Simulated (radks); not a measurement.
Values are calculated unless marked as measured or tabulated.
Neutral platinum inside a hard spherical wall (all orbitals vanish at R), configuration held at [Xe] 4f14 5d9 6s1 and not refilled when levels cross. Level of theory: scalar-relativistic Kohn-Sham, LDA (Slater exchange, Perdew-Wang correlation), spin-polarised, spherical densities, point nucleus; open shells are filled with parallel spins first (spin-orbit coupling, left out, can overturn this in heavy ions) (a radial shooting solver on a logarithmic mesh with Libxc functionals). Eigenvalues in eV for spin up, with the zero of energy where the potential of the charges vanishes at infinity; a dash marks a level that is unbound or too diffuse for the functional's potential to be trusted. A positive occupied level is held by the wall or, in an anion where self-interaction has pushed it up, behind a barrier. The pressure on the wall is -dE/dV.

| R (bohr) | E (hartree) | kinetic (hartree) | e(4f) | e(5p) | e(5d) | e(6s) | e(6p, empty) | e(7s, empty) | pressure (GPa) |
|---|---|---|---|---|---|---|---|---|---|
| free | -18403.2526 | 20524.768 | -70.507 | -56.502 | -6.701 | -6.315 | -1.154 | - | 0 |
| 20 | -18403.2526 | 20524.768 | -70.507 | -56.502 | -6.701 | -6.315 | -1.154 | 0.160 | < 0.0001 |
| 12 | -18403.2525 | 20524.768 | -70.506 | -56.501 | -6.701 | -6.314 | -1.125 | 0.890 | 0.000123 |
| 10 | -18403.2525 | 20524.769 | -70.499 | -56.494 | -6.694 | -6.308 | -1.047 | 1.711 | 0.00270 |
| 8 | -18403.2513 | 20524.781 | -70.426 | -56.422 | -6.628 | -6.241 | -0.727 | 3.855 | 0.0631 |
| 7 | -18403.2476 | 20524.812 | -70.265 | -56.265 | -6.486 | -6.087 | -0.262 | 6.243 | 0.319 |
| 3.5 | -18402.4962 | 20528.395 | -60.411 | -47.472 | 1.834 | 5.997 | 18.821 | 65.424 | 237 |
| 1.5 | -18349.4503 | 20717.594 | 67.973 | 78.830 | 158.40 | 344.70 | 410.55 | 843.12 | 168000 |
